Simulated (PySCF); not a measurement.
Al(F)(OH)2(SH2), H₄AlFO₂S, singlet, PBE0/def2-SVP optimised geometry.

```
9

Al    -0.18    -1.14     0.00
F     -0.97    -1.57    -1.42
O     -0.99    -1.41     1.49
H     -0.74    -2.10     2.10
O      1.53    -1.14     0.00
H      2.05    -1.23    -0.80
S     -1.05     1.23     0.00
H     -2.05     0.89    -0.84
H     -1.71     0.80     1.10
```

Density from PySCF 2.14.0 with PBE0/def2-TZVP at that geometry.

Minimum of the electron density along straight lines between bonded atoms, close to the bond critical point (lines longer than 1.1 times the sum of covalent radii, or with two minima, are not listed):

| bond | length / Å | ρ at the minimum / e bohr⁻³ | ∇²ρ there / e bohr⁻⁵ | position (fraction from the first atom) |
|---|---|---|---|---|
| Al1–F2 | 1.678 | 0.104 | 0.83 | 0.43 |
| Al1–O3 | 1.718 | 0.105 | 0.73 | 0.43 |
| O3–H4 | 0.958 | 0.358 | -2.43 | 0.81 |
| Al1–O5 | 1.705 | 0.108 | 0.76 | 0.43 |
| O5–H6 | 0.958 | 0.359 | -2.43 | 0.81 |
| S7–H8 | 1.353 | 0.214 | -0.62 | 0.66 |
| S7–H9 | 1.356 | 0.214 | -0.61 | 0.67 |
